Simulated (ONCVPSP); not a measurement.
**Ranking ONCV potentials for gallium**

All share these settings but for the change named:

```
Element                 : Ga
Generator               : ONCVPSP 4.0.1
Type                    : optimised norm-conserving Vanderbilt (ONCV)
Functional              : PBEsol
Relativity              : scalar-relativistic
Frozen core             : [Ne]
Valence charge          : 21
Reference configuration : 3s2 3p6 3d10 4s1 (charge +2)
Partial waves           : 3s+4s: rc 0.90 bohr, ncon 4, nbas 8, qcut 17.6 1/bohr, 3 projectors, debl 2.7 Ha; 3p: rc 0.80 bohr, ncon 3, nbas 7, qcut 20.9 1/bohr, 2 projectors, debl 3.7 Ha; 3d: rc 0.90 bohr, ncon 3, nbas 7, qcut 15.3 1/bohr, 1 projector
Local potential         : polynomial inside 0.55 bohr (lpopt 5, dvloc0 0 Ha)
Core correction         : Teter function, fcfact 2.5, rcfact 1.45
```

In the p channel the program set the typed energies aside and used -4.375, 0.250 Ha.

Test errors are all-electron minus pseudo excitation energies from the reference, over 3s2 3p6 3d10 4s2 4p1; 3s2 3p6 3d10 4s2; 3s2 3p6 3d10 4s0; 3s1 3p6 3d10 4s2 4p1. None of these files shows a bound ghost.

The base gives 41.6 meV.

Of 7 variants that were run, those that failed, showed a ghost or another fault, or gave nearly equal values are left out.

A variant can come out equal or close to the base, since the largest error may sit in a test that the change hardly touches while other tests move.

(1) Rank these variants by their largest absolute test error, smallest first.
A. local potential polynomial inside 0.65 bohr (lpopt 3, dvloc0 6 Ha)
B. d: rc 0.86
C. all radii but the core radius scaled by about 0.88 (s 0.80, p 0.70, d 0.80 bohr); local potential polynomial inside 0.48 bohr (lpopt 5, dvloc0 0 Ha)

## Answers

(1) A (43.3 meV), C (53.6 meV), B (71.0 meV).
